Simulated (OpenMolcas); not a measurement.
Lines of Mo2+: computed and rescaled rates

* Program: OpenMolcas
* Method: RASSCF
* Basis: ANO-RCC-VQZP [8s7p5d3f2g1h]
* Scalar Hamiltonian: DKH2, point nucleus
* Active space: 10 electrons in 8 orbitals (RAS1 4p, at most 2 holes; RAS2 4d)
* State averaging: 2S+1 = 5 even, 5 roots; 2S+1 = 3 even, 45 roots; 2S+1 = 1 even, 50 roots
* Spin-orbit coupling: state interaction with AMFI integrals over the reference wave functions, term energies averaged over their components

Rates come from the transition moments of the reference wave functions (E1 and E2 in the length form). At fixed line strength A goes as λ^-3 for E1 and M1 and as λ^-5 for E2, so a rate at the computed wavelength can be rescaled to the measured one. Measured vacuum wavelengths follow from level energies in Sugar and Musgrove, J. Phys. Chem. Ref. Data 17, 155 (1988). Branching counts decays inside the model space alone, at computed energies, and the table is only a selection of the E2 and M1 lines, drawn from those between levels with measured partners whose computed energy lies within a factor of 1.5 of the measured one.

```tsv
Upper	Lower	Type	λ computed (nm)	λ measured (nm)	A computed (s-1)	A rescaled (s-1)	Branching %
4d⁴ ⁵D₁	4d⁴ ⁵D₀	M1	42070	41320	7.20e-04	7.60e-04	100.0
4d⁴ ⁵D₂	4d⁴ ⁵D₁	M1	23250	23460	4.49e-03	4.37e-03	100.0
4d⁴ ³H₆	4d⁴ ³H₅	M1	18750	18670	3.21e-03	3.25e-03	97.7
4d⁴ ⁵D₃	4d⁴ ⁵D₂	M1	17460	17990	8.68e-03	7.94e-03	100.0
4d⁴ ³H₅	4d⁴ ³H₄	M1	16300	16780	5.44e-03	4.99e-03	95.4
4d⁴ ⁵D₄	4d⁴ ⁵D₃	M1	14750	15420	8.42e-03	7.37e-03	100.0
4d⁴ ³G₄	4d⁴ ³F₄(1)	M1	3636	5034	4.00e-02		26.4
4d⁴ ³G₅	4d⁴ ³F₄(1)	M1	3107	4135	6.90e-02		35.1
4d⁴ ³G₅	4d⁴ ³H₆	M1	2933	3444	5.35e-02		27.2
4d⁴ ³G₅	4d⁴ ³H₅	M1	2536	2908	6.72e-02		34.2
4d⁴ ¹G₄(1)	4d⁴ ³F₄(1)	M1	1385	1583	5.90e-01		46.0
4d⁴ ¹I₆	4d⁴ ³H₆	M1	1260	1543	1.97e-01		54.3
4d⁴ ¹I₆	4d⁴ ³H₅	M1	1180	1426	1.64e-01		45.3
4d⁴ ¹S₀(1)	4d⁴ ³P₁(1)	M1	872.1	954.2	2.19e+00		99.9
4d⁴ ¹D₂(1)	4d⁴ ³F₃(1)	M1	839.5	1129	4.74e-01		34.6
4d⁴ ³P₀(1)	4d⁴ ⁵D₁	M1	711.6	916.8	1.78e+00		99.9
4d⁴ ³H₄	4d⁴ ⁵D₄	M1	675.5	925.3	8.73e-02		82.5
4d⁴ ³P₁(1)	4d⁴ ⁵D₂	M1	669.1	844.4	1.36e+00		89.0
4d⁴ ³F₄(1)	4d⁴ ⁵D₄	M1	619.5	804.9	8.76e-01		79.7
4d⁴ ³F₃(1)	4d⁴ ⁵D₃	M1	606.5	785.9	5.71e-01		64.9
4d⁴ ³F₃(1)	4d⁴ ⁵D₂	M1	586.1	753	2.32e-01		26.4
4d⁴ ³G₄	4d⁴ ⁵D₄	M1	529.3	693.9	6.15e-02		40.7
4d⁴ ¹G₄(2)	4d⁴ ¹I₆	E2	502.6	630	2.34e+00	7.56e-01	52.3
4d⁴ ³D₃	4d⁴ ⁵D₄	M1	438.7	567.7	5.02e-01		57.8
4d⁴ ³D₂	4d⁴ ⁵D₁	M1	407	517.2	2.69e-01		35.2
```

Spin-changing lines and M1 lines between different terms are not rescaled, since their strength hangs on the term gaps too.

The largest correction is for 4d⁴ ¹G₄(2) → 4d⁴ ¹I₆ (E2): 2.34e+00 × (502.6 / 630)^5 = 7.56e-01 s-1, a factor of 0.32.

The computed rate and branching of 4d⁴ ⁵D₁ → 4d⁴ ⁵D₀ give the upper level a radiative lifetime of 1.000 / 7.20e-04 s-1 = 1.39e+03 s, counting decays inside the model space alone. The rescaled rate gives about 1.3e+03 s.

The computed order of these levels differs from the measured one in 3 places, and where term gaps are wrong the rates of spin-changing lines can be off by large factors.

These are rates of the free ion; in crystals, glasses and complexes forced electric-dipole and non-radiative decay shorten such lifetimes by orders of magnitude. No measured rate stands beside these. Rescaling mends the energy factor alone: line strengths can still be far off where a level mixes with configurations outside the active space, and weak or spin-changing lines hang on small mixing coefficients that depend on the term gaps too, so rescaling need not improve them.

Without dynamic correlation excited terms often stand tens of per cent too high (terms of higher spin than the ground term too low), and those without a measured partner can miss by more than the paired ones. Some levels mix across a computed gap that differs much from the measured one, so their mixing is not that of the real levels. Active for correlation alone: 4p; no level in the range computed is led by a configuration that opens it, so any true level of that kind is missing. Computed and measured levels are paired by configuration, term and J; levels that our copy of the source lacks, or whose pairing is in doubt (as where it misses far off the trend of its configuration), stay unpaired. Only configurations of the active space appear.

A number in round brackets counts repeated terms of one configuration in the order of the reference energies.
